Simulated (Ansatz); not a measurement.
```yaml
crystal:
  periodic: [false, false, false]
  atoms:
    - {symbol: B, position_ang: [0.880182, -1.004381, 0.964937]}
    - {symbol: B, position_ang: [-0.875696, 1.028864, -0.585950]}
    - {symbol: B, position_ang: [-1.307098, 0.207526, 1.227062]}
    - {symbol: B, position_ang: [0.128408, 0.316541, -1.648160]}
    - {symbol: B, position_ang: [1.448525, -0.532540, -0.794766]}
    - {symbol: P, position_ang: [1.260728, -0.530271, -2.677286]}
    - {symbol: P, position_ang: [2.627934, -0.907596, 0.535089]}
    - {symbol: P, position_ang: [-0.926802, 2.073040, 0.937708]}
    - {symbol: P, position_ang: [-2.665293, 0.670439, 0.048691]}
    - {symbol: P, position_ang: [-0.570897, -1.321622, 1.992675]}
basis:
  gaussian: {orbitals: def2-SVPD}
hamiltonian: {xc: {name: LC-wPBE}}
scf: {omitted_lower_state_checks: [starts]}
output: {forces: true}
```

```sh
$ ansatz run in.yaml --threads 4 --pin off --events-out ev --progress --plain --max-ram 6963MiB
```

It prints (some lines left out):

```
Functional definition: LC-wPBE
1960 factors; their error is unknown
904 factors; integrals over basis functions are off by at most 1.9e-5 eV
mean field evaluation 1: about -49785.3197 eV, gradient 2.1e1 eV
mean field evaluation 2: about -49786.3084 eV, gradient 1.8e1 eV
mean field evaluation 4: about -49787.5160 eV, gradient 1.5e0 eV
mean field evaluation 8: about -49787.5427 eV, gradient 2.2e-1 eV
mean field evaluation 16: about -49787.4782 eV, gradient 3.4e-3 eV
mean field -49787.47819897 eV, -1829.6560766473 hartree, gradient 1.5e-5 eV, S^2 0.000000; 0 other end points of the search recorded, 0 dependent functions left out
reference -49787.47819898 eV, -1829.6560766476 hartree; 50, 50 occupied and 170, 170 virtual orbitals, 1960 factors
Total energy: -49787.47819898 eV, -1829.6560766476 hartree
Atom 0 at     0.880182    -1.004381     0.964937 Å, force    -0.374443    -0.117532     0.230877 eV/Å
Atom 1 at    -0.875696     1.028864    -0.585950 Å, force    -0.606468     0.245992     0.742879 eV/Å
Atom 2 at    -1.307098     0.207526     1.227062 Å, force    -0.300603     0.524425    -0.382247 eV/Å
Atom 3 at     0.128408     0.316541    -1.648160 Å, force     0.839590    -0.578810    -0.831982 eV/Å
Atom 4 at     1.448525    -0.532540    -0.794766 Å, force     0.436863    -0.252714     0.678087 eV/Å
Atom 5 at     1.260728    -0.530271    -2.677286 Å, force    -0.693421     0.508331     0.714661 eV/Å
Atom 6 at     2.627934    -0.907596     0.535089 Å, force    -0.688290     0.181986    -0.478469 eV/Å
Atom 7 at    -0.926802     2.073040     0.937708 Å, force    -0.195277    -0.753045    -0.413948 eV/Å
Atom 8 at    -2.665293     0.670439     0.048691 Å, force     0.930121     0.077405     0.267218 eV/Å
Atom 9 at    -0.570897    -1.321622     1.992675 Å, force     0.651929     0.163961    -0.527077 eV/Å
Dipole moment:    -0.032938     0.048665     0.065266 e Å
Checks for a lower state left out: starts
```

Hardware: 4 threads of Arm Neoverse V2 on a shared host. Wall time 8.5 s, peak host memory 0.77 GiB.

LC-ωPBE has ω = 0.4 bohr⁻¹. The restricted singlet is unstable towards broken spin symmetry in Hartree–Fock (as tested in another run); at RKS LC-ωPBE/def2-SVPD this wasn't settled.
